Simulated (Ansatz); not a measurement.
Cu₈Te₄⁻, relaxed as a doublet with UKS PBE-D4/def2-SVP in Ansatz, starting from the GFN1-xTB geometry. Force threshold 0.03 eV/Å.

In the def2 sets Te takes a core potential; there is no spin–orbit coupling. Another isomer (doublet) lies 0.31 eV lower at PBE0-D4/def2-TZVP; other spin states weren't run for this one.

Start:

```
atom   x (Å)   y (Å)   z (Å)
 Cu1  -2.578  -0.070   0.512
 Cu2  -1.751  -0.868  -1.742
 Cu3  -0.393  -1.611   0.412
 Cu4   0.140   0.739  -1.624
 Cu5   2.036  -0.822  -0.461
 Cu6  -0.674   1.516   0.641
 Cu7   1.724   1.692   0.033
 Cu8   1.164   0.002   1.909
 Te9  -1.204  -0.467   2.572
Te10   0.459  -2.031  -1.982
Te11  -2.460   1.545  -1.432
Te12   3.537   0.376   1.163
```

| step | energy (eV) | largest force component (eV/Å) | SCF passes |
| --- | --- | --- | --- |
| 1 | -386216.2738 | 0.760 | 31 |
| 2 | -386216.6392 | 0.393 | 32 |
| 3 | -386216.7003 | 0.151 | 30 |
| 4 | -386216.7076 | 0.097 | 27 |
| 5 | -386216.7107 | 0.020 | 26 |

Force components are those of the run's own axes.

End:

Cartesian coordinates in Å:
```
Cu -2.550 -0.045 0.506
Cu -1.725 -0.826 -1.756
Cu -0.369 -1.339 0.330
Cu 0.166 0.616 -1.489
Cu 1.979 -0.754 -0.466
Cu -0.611 1.352 0.638
Cu 1.713 1.696 0.035
Cu 1.136 0.049 1.845
Te -1.248 -0.538 2.641
Te 0.443 -2.145 -2.005
Te -2.521 1.556 -1.453
Te 3.587 0.377 1.176
```

By distances, no bond broke or formed. The bond that changes most is Cu4–Te11, from 2.73 to 2.85 Å (atoms count from 1).

No frequencies were taken in this run, so the end may be a saddle point.

Hardware: 2 threads of AMD EPYC 7R13 on a shared host and a share (18 GiB) of an NVIDIA H100 80GB HBM3. Wall time 47 s, peak host memory 1.1 GiB.
